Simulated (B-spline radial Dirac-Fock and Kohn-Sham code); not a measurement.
Z = 74 (tungsten), transition energy 100 keV. Level of theory: a Dirac-Hartree-Slater potential of the neutral atom with a Latter tail (no hole, which puts coefficients of high multipoles low close above an edge), finite nucleus with surface currents; a radial B-spline solver. Subshells that would emit electrons below 1 keV are left out.

Question: A pure transition shows α(K) = 0.871, L1/L2 = 0.0808 and L1/L3 = 0.0905. What is its multipolarity?
A. M3
B. M4
C. M2
D. E2
E. E1
F. E4
G. E3
H. M1

Answer: D. For comparison, α(K), L1/L2, L1/L3 are E1 0.306, 3.21, 2.91; E3 1.88, 0.0260, 0.0330; E4 3.96, 0.0280, 0.0377; M1 3.97, 10.4, 88.7; M2 29.7, 8.38, 4.42; M3 104, 6.10, 0.811; M4 300, 4.73, 0.338.

Values without a named source are computed, but for edge energies of neutral atoms, which are taken from tables.
